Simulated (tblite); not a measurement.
A geometry optimisation, step by step.

Species: C5H12O2Si.
Numbering: `[CH3:1][CH2:2][C:3]1([SiH:4]([OH:5])[OH:6])[CH2:7][CH2:8]1` (hydrogens: H9, H10, H11 on C1; H12, H13 on C2; H14 on Si4; H15 on O5; H16 on O6; H17, H18 on C7; H19, H20 on C8)

Computed with GFN2-xTB (tblite), gas phase: L-BFGS steps from a force-field or distance-geometry start until the largest atomic force falls under 0.01 eV/Å. 6 of its 127 geometries are shown.

Step 0: E = -727.3911 eV, largest atomic force 2.853 eV/Å
```
atom  x, y, z in Å  |  force x, y, z in eV/Å
C1     -2.111   -0.695    0.187   -1.671  -0.283   0.620
C2     -1.271    0.125   -0.745    0.967   0.258  -0.766
C3      0.118    0.388   -0.198   -0.340   1.204   0.172
Si4     1.127   -1.102    0.140    1.129  -2.182   1.451
O5      0.317   -2.284    1.096    1.331   1.680  -0.555
O6      2.656   -0.676    0.793   -0.780  -0.549  -1.589
C7      0.887    1.523   -0.844   -0.015  -0.056   0.584
C8      0.314    1.677    0.559   -0.594   1.084  -1.016
H9     -1.635   -0.869    1.173   -0.392   0.050  -0.807
H10    -3.071   -0.126    0.369    0.820  -0.897  -0.020
H11    -2.353   -1.657   -0.315    0.058   0.537   0.803
H12    -1.764    1.090   -0.920    0.175  -0.255  -0.351
H13    -1.112   -0.442   -1.691   -0.362   0.611   0.323
H14     1.424   -1.753   -1.151   -0.180  -0.105   0.313
H15     0.315   -2.090    2.043    0.025  -0.212  -0.514
H16     3.326   -0.693    0.073   -0.673   0.113   1.159
H17     0.359    1.994   -1.689    0.769  -0.041   0.600
H18     1.986    1.438   -0.844   -0.792   0.157  -0.574
H19    -0.536    2.418    0.576    0.854  -1.072   0.423
H20     1.018    1.743    1.386   -0.327  -0.043  -0.254
```

Step 25: E = -728.1386 eV, largest atomic force 0.184 eV/Å
```
atom  x, y, z in Å  |  force x, y, z in eV/Å
C1     -2.141   -0.616    0.164   -0.061  -0.021   0.064
C2     -1.250    0.148   -0.822   -0.079  -0.042   0.026
C3      0.165    0.345   -0.312   -0.006  -0.033   0.051
Si4     1.157   -1.226    0.069    0.012  -0.004  -0.051
O5      0.417   -2.199    1.131    0.013  -0.009   0.074
O6      2.584   -0.861    0.780    0.069   0.066  -0.088
C7      0.862    1.564   -0.857   -0.001   0.017   0.051
C8      0.355    1.567    0.552    0.073   0.046  -0.049
H9     -1.712   -0.633    1.160    0.074   0.140   0.040
H10    -3.117   -0.147    0.234   -0.130  -0.015  -0.032
H11    -2.281   -1.651   -0.131    0.056  -0.030  -0.079
H12    -1.686    1.132   -1.010   -0.031   0.011  -0.003
H13    -1.234   -0.381   -1.775    0.073  -0.039  -0.053
H14     1.297   -2.062   -1.123    0.029   0.075   0.080
H15     0.524   -2.053    2.069    0.013  -0.022  -0.075
H16     3.249   -0.326    0.352   -0.171  -0.065   0.015
H17     0.315    2.144   -1.590    0.107   0.033   0.054
H18     1.931    1.558   -1.029   -0.052  -0.072   0.012
H19    -0.508    2.182    0.769    0.003  -0.064   0.038
H20     1.068    1.527    1.364    0.010   0.029  -0.076
```

Step 50: E = -728.2409 eV, largest atomic force 0.152 eV/Å
```
atom  x, y, z in Å  |  force x, y, z in eV/Å
C1     -2.187   -0.560    0.168    0.022   0.026   0.026
C2     -1.293    0.180   -0.824   -0.082  -0.051   0.002
C3      0.124    0.333   -0.313    0.002  -0.113   0.034
Si4     1.115   -1.242    0.044    0.031  -0.103  -0.063
O5      0.450   -2.245    1.128   -0.024   0.010  -0.007
O6      2.554   -0.803    0.693   -0.093  -0.081  -0.055
C7      0.914    1.511   -0.821   -0.022   0.048   0.057
C8      0.404    1.514    0.582   -0.020  -0.085   0.041
H9     -2.083   -0.113    1.153   -0.031   0.002   0.077
H10    -3.234   -0.499   -0.126    0.070  -0.022  -0.042
H11    -1.901   -1.607    0.235    0.011   0.056   0.011
H12    -1.723    1.165   -1.020    0.029   0.024  -0.021
H13    -1.280   -0.376   -1.763    0.018   0.011  -0.104
H14     1.263   -2.070   -1.153    0.014   0.096   0.055
H15     0.711   -2.195    2.043    0.011   0.009   0.025
H16     3.055   -0.115    0.269    0.062  -0.008   0.010
H17     0.439    2.182   -1.520   -0.036   0.009  -0.083
H18     1.975    1.403   -0.994    0.016   0.013  -0.020
H19    -0.410    2.179    0.823   -0.036   0.023   0.018
H20     1.100    1.367    1.393    0.060   0.135   0.036
```

Step 76: E = -728.2653 eV, largest atomic force 0.045 eV/Å
```
atom  x, y, z in Å  |  force x, y, z in eV/Å
C1     -2.187   -0.550    0.179   -0.009  -0.001   0.004
C2     -1.278    0.175   -0.808    0.000   0.001   0.004
C3      0.135    0.345   -0.283    0.001  -0.006   0.014
Si4     1.111   -1.243    0.041    0.025  -0.014  -0.003
O5      0.415   -2.236    1.118   -0.014   0.001   0.005
O6      2.568   -0.886    0.690    0.030   0.028  -0.018
C7      0.892    1.536   -0.816   -0.010   0.000   0.007
C8      0.390    1.547    0.591   -0.013  -0.005   0.005
H9     -2.226   -0.011    1.124    0.003  -0.001  -0.015
H10    -3.196   -0.622   -0.220   -0.002   0.000   0.013
H11    -1.818   -1.553    0.373    0.007   0.019  -0.006
H12    -1.708    1.156   -1.026    0.011   0.002  -0.027
H13    -1.239   -0.391   -1.743   -0.022   0.007   0.003
H14     1.246   -2.020   -1.187   -0.003  -0.006   0.006
H15     0.739   -2.256    2.015    0.019   0.001  -0.013
H16     3.138   -0.262    0.252   -0.010  -0.027   0.025
H17     0.393    2.167   -1.538    0.008   0.004  -0.006
H18     1.956    1.457   -0.986   -0.008  -0.003  -0.004
H19    -0.446    2.188    0.827   -0.008   0.010   0.004
H20     1.111    1.469    1.392   -0.006  -0.010   0.002
```

Step 101: E = -728.2729 eV, largest atomic force 0.044 eV/Å
```
atom  x, y, z in Å  |  force x, y, z in eV/Å
C1     -2.206   -0.498    0.186    0.000   0.019  -0.007
C2     -1.284    0.158   -0.836    0.035   0.026  -0.005
C3      0.121    0.345   -0.295    0.017  -0.002   0.027
Si4     1.110   -1.228    0.047    0.008  -0.014   0.003
O5      0.396   -2.141    1.183   -0.003   0.025  -0.017
O6      2.577   -0.900    0.691    0.014  -0.014  -0.002
C7      0.882    1.549   -0.793   -0.013  -0.027  -0.022
C8      0.344    1.538    0.599   -0.018  -0.012   0.024
H9     -2.294    0.128    1.070    0.004   0.018   0.024
H10    -3.200   -0.643   -0.232   -0.010   0.000  -0.011
H11    -1.810   -1.461    0.492    0.012  -0.017  -0.019
H12    -1.696    1.131   -1.116   -0.020   0.002  -0.021
H13    -1.246   -0.460   -1.738    0.019   0.006   0.026
H14     1.267   -2.006   -1.183   -0.008  -0.013   0.007
H15     0.932   -2.422    1.920   -0.003  -0.039   0.018
H16     3.204   -0.367    0.214   -0.002   0.032  -0.012
H17     0.406    2.189   -1.521   -0.017  -0.002  -0.010
H18     1.952    1.476   -0.930   -0.003  -0.001  -0.014
H19    -0.505    2.166    0.823   -0.015   0.025  -0.005
H20     1.045    1.455    1.416    0.003  -0.011   0.016
```

Step 126: E = -728.2780 eV, largest atomic force 0.010 eV/Å
```
atom  x, y, z in Å  |  force x, y, z in eV/Å
C1     -2.212   -0.480    0.183    0.003  -0.001   0.002
C2     -1.273    0.151   -0.839    0.004   0.003  -0.001
C3      0.124    0.343   -0.280   -0.002   0.003   0.005
Si4     1.115   -1.226    0.068   -0.003   0.006  -0.002
O5      0.402   -2.100    1.232    0.004  -0.001   0.001
O6      2.604   -0.898    0.659    0.004   0.000  -0.004
C7      0.881    1.546   -0.783    0.002  -0.002  -0.002
C8      0.334    1.543    0.606   -0.004  -0.002   0.000
H9     -2.294    0.156    1.061   -0.003   0.001   0.001
H10    -3.205   -0.615   -0.240    0.005   0.000   0.000
H11    -1.829   -1.445    0.497   -0.001  -0.006   0.001
H12    -1.679    1.117   -1.151   -0.003  -0.002  -0.002
H13    -1.218   -0.489   -1.723   -0.005   0.002   0.002
H14     1.241   -2.021   -1.157    0.004  -0.004   0.008
H15     0.955   -2.545    1.869   -0.005   0.002  -0.008
H16     3.189   -0.318    0.183   -0.005  -0.003   0.002
H17     0.400    2.174   -1.519    0.003   0.002  -0.001
H18     1.951    1.481   -0.918    0.003   0.001  -0.001
H19    -0.519    2.172    0.817   -0.001   0.000   0.001
H20     1.027    1.467    1.431    0.000   0.000  -0.002
```

Task: Summarise the path.

Result: The energy falls by 85.57 kJ/mol from step 0 to step 126; nine tenths of that is first reached at step 39. It never rises by more than 0.2 meV. The largest force goes from 2.853 to 0.010 eV/Å. Among the bonds Si4–O5 changes most, from 1.723 to 1.622 Å; the atoms move by 0.481 Å rms after alignment.

The cost below is that of the whole relaxation. Time: 1.0 s. Hardware: an Arm Neoverse V1 with one thread, on a shared host.
